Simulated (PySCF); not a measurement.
Species: Si(NCO)2Me2, C₄H₆N₂O₂Si.
Bonds: Si1–N2, Si1–N5, Si1–C8, Si1–C12, N2–C3, C3–O4, N5–C6, C6–O7. Hydrogens: H9, H10, H11 on C8; H13, H14, H15 on C12.

The computed photoelectron lines, unassigned: C 1s: 290.58 (area 2), 294.89 (area 2) eV; N 1s: 405.40 eV; O 1s: 539.31 eV; Si 1s: 1848.14 eV; Si 2p3/2: 107.96 eV.

Computed, not measured: delta-SCF UKS SCAN, pcX-2 on the ionised atom, pcseg-1 elsewhere, spin-free X2C (PySCF). Geometry: PBE0-D3(BJ)/def2-SVP; no solvent, vibrations or thermal averaging.

Question: Which carbon gives which C 1s line?

Answer: 290.58 eV: C8/C12 (carbon bonded to Si and 3 H); 294.89 eV: C3/C6 (carbon bonded to N and O). Lowest listed C 1s: C8/C12, bonded to 3 H and Si. Highest, 4.31 eV above it: C3/C6, bonded to O and N.

Bonded neighbours of each site: Si1: 2 N and 2 C; N2/N5: C and Si; C3/C6: O and N; O4/O7: C; C8/C12: 3 H and Si.

Question: Which photon energy gives electrons from C 1s of C8/C12 a kinetic energy of 20 eV, and what is their de Broglie wavelength?

Answer: hν = 290.58 + 20 = 310.58 eV, recoil neglected; λ = 12.264 Å/√(E/eV) = 2.74 Å.

The first atom of each set that the bonding makes equivalent was ionised and stands for the set. For 2p shells one spin-free hole was relaxed; a mean-field spin–orbit operator and the ground-state splitting of the three 2p orbitals were then diagonalised within the shell. The shell's mean is (2 × 2p3/2 + 2p1/2)/3, and the degeneracies 2j + 1 give areas of 2:1. 2p1/2 minus 2p3/2 (ligand field included): Si 0.63 eV.

On Intel Xeon 6975P-C, one thread, no GPU (shared host), this took 52 s of wall time and 0.74 GiB of memory at its peak.
